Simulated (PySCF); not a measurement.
## C₆ coefficients of unlike pairs at UHF

Calculated with PySCF 2.14 from the dipole response of each species, C₆(A,B) = (3/π) ∫ α_A(iu) α_B(iu) du, in atomic units, from isotropic polarisabilities. For ions this is the dispersion term alone; charge-induced terms of lower order in 1/R come first.

```
species        configuration                                                                                              basis      relativity  α (bohr³)  C₆ (like pair)
    C³⁺        [He] 2s1 (2S)                                                                         aug-cc-pCVTZ-DK (7s6p4d2f)   spin-free X2C      3.470           2.882
   Hg²⁺  [Xe] 4f14 5d10 (1S)  aug-cc-pVTZ-PP with one added diffuse shell each of s, p, d, f, g type with ECP60MDF (7s7p6d4f3g)  core potential      7.331           46.95
    Cr⁺        [Ar] 3d5 (6S)                                                                           def2-TZVPPD (6s6p4d2f1g)            none      7.526           22.67
    F²⁺    [He] 2s2 2p3 (4S)                                                                          aug-cc-pVTZ-DK (5s4p3d2f)   spin-free X2C      1.267           1.559
```

(1) Estimate C₆ for F²⁺ with C³⁺.

No spin-orbit coupling is included.

The other pairs:

| pair | C₆ |
| --- | --- |
| Hg²⁺, C³⁺ | 9.741 |
| F²⁺, Hg²⁺ | 8.527 |
| Cr⁺, Hg²⁺ | 31.86 |
| Cr⁺, C³⁺ | 7.507 |
| F²⁺, Cr⁺ | 5.754 |

Answers

(1) The integral gives 1.717. The combination rule 2 C_A C_B / (C_A α_B/α_A + C_B α_A/α_B) gives 1.689 and the geometric mean 2.120.
